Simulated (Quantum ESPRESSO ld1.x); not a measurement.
Input file for ld1.x (Quantum ESPRESSO 7.5):

```
 &input
    zed=15.0,
    iswitch=1,
    rel=1,
    lsd=1,
    dft='SLA-VWN',
    config='[Ne] 3s1 3p0 4s0',
    verbosity='high',
    prefix='ld1',
    max_out_wfc=37,
    file_charge='ld1.rho',
 /
```

Command: `OMP_NUM_THREADS=1 ld1.x < ld1.in > ld1.out`

It prints:

```
     Program LD1 v.7.5 starts

     --------------------------- All-electron run ----------------------------

     scalar relativistic calculation

     atomic number is 15.00
     dft =SLA-VWN   lsd =1 sic =0 latt =0  beta=0.20 tr2=1.0E-14
     Exchange-correlation= SLA-VWN
                           (   1   2   0   0   0   0   0)
     mesh =1915 r(mesh) =  99.87804 a.u. xmin = -8.00 dx = 0.00800
     1 Ry =  13.60569312 eV, c = 137.03599908

     n l     nl                  e(Ry)          e(Ha)          e(eV)
     1 0     1S 1( 1.00)    -156.898583367     -78.449291684  -2134.7139767
     2 0     2S 1( 1.00)     -16.858797487      -8.429398744   -229.3756250
     2 1     2P 1( 3.00)     -13.299444458      -6.649722229   -180.9481600
     3 0     3S 1( 1.00)      -4.384590701      -2.192295350    -59.6553955
     3 1     3P 1( 0.00)      -3.589994198      -1.794997099    -48.8443594
     4 0     4S 1( 0.00)      -1.872714878      -0.936357439    -25.4795839
     1 0     1S 2( 1.00)    -156.877828790     -78.438914395  -2134.4315963
     2 0     2S 2( 1.00)     -16.831860561      -8.415930281   -229.0091295
     2 1     2P 2( 3.00)     -13.272015147      -6.636007574   -180.5749652
     3 0     3S 2( 0.00)      -4.178976364      -2.089488182    -56.8578700
     3 1     3P 2( 0.00)      -3.393709205      -1.696854602    -46.1737660
     4 0     4S 2( 0.00)      -1.822083858      -0.911041929    -24.7907138

     final scf error:  4.8E-15 reached in  20 iterations

     Etot =    -673.466061 Ry,    -336.733030 Ha,   -9162.972549 eV
     Total magnetization:    1.00 Bohr mag.

     Ekin =     675.193869 Ry,     337.596934 Ha,    9186.480577 eV
     Encl =   -1562.811513 Ry,    -781.405757 Ha,  -21263.133861 eV
     Eh   =     255.113907 Ry,     127.556954 Ha,    3471.001532 eV
     Exc  =     -40.962323 Ry,     -20.481162 Ha,    -557.320797 eV

     normalization and overlap integrals

     s(1S/1S) =  1.000000  <r> =   0.1039  <r2> =    0.0145  r(max) =   0.0677
     s(1S/2S) = -0.000918
     s(1S/3S) = -0.000334
     s(1S/4S) = -0.000187
     s(2S/2S) =  1.000000  <r> =   0.5194  <r2> =    0.3214  r(max) =   0.4198
     s(2S/3S) = -0.000170
     s(2S/4S) = -0.000092
     s(2P/2P) =  1.000000  <r> =   0.4821  <r2> =    0.2912  r(max) =   0.3520
     s(2P/3P) = -0.000135
     s(3S/3S) =  1.000000  <r> =   1.5895  <r2> =    2.8753  r(max) =   1.4275
     s(3S/4S) = -0.000051
     s(3P/3P) =  1.000000  <r> =   1.7082  <r2> =    3.3546  r(max) =   1.5219
     s(4S/4S) =  1.000000  <r> =   3.3280  <r2> =   12.4843  r(max) =   3.2283
     s(1S/1S) =  1.000000  <r> =   0.1039  <r2> =    0.0145  r(max) =   0.0677
     s(1S/2S) = -0.000919
     s(1S/3S) = -0.000334
     s(1S/4S) = -0.000182
     s(2S/2S) =  1.000000  <r> =   0.5186  <r2> =    0.3202  r(max) =   0.4198
     s(2S/3S) = -0.000170
     s(2S/4S) = -0.000090
     s(2P/2P) =  1.000000  <r> =   0.4809  <r2> =    0.2894  r(max) =   0.3520
     s(2P/3P) = -0.000133
     s(3S/3S) =  1.000000  <r> =   1.5995  <r2> =    2.9217  r(max) =   1.4162
     s(3S/4S) = -0.000049
     s(3P/3P) =  1.000000  <r> =   1.7317  <r2> =    3.4616  r(max) =   1.5219
     s(4S/4S) =  1.000000  <r> =   3.4055  <r2> =   13.0617  r(max) =   3.3067

     ------------------------ End of All-electron run ------------------------
```

Run on one thread of a shared host, so times are rough (Intel(R) Xeon(R) Processor @ 2.60GHz): 0.66 s of CPU time, 0.7 s wall, 20 iterations on 1915 mesh points.
